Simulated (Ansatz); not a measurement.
Question: Name a neutral molecule of Cl, O, S, W and H with zero-point energy (PBE0-D4/def2-TZVP) between 48 and 64 kJ/mol and size of the dipole moment (ωB97M-V/def2-TZVPP) between 2.80 and 3.10 D (Ansatz, PBE0-D4/def2-TZVP geometry).

Answer: `[O]=[W]([OH])(=[S])[Cl]` (51.7 kJ/mol, 2.93 D). Other molecules can fit too; these were computed, each in one conformer that needn't be the lowest.
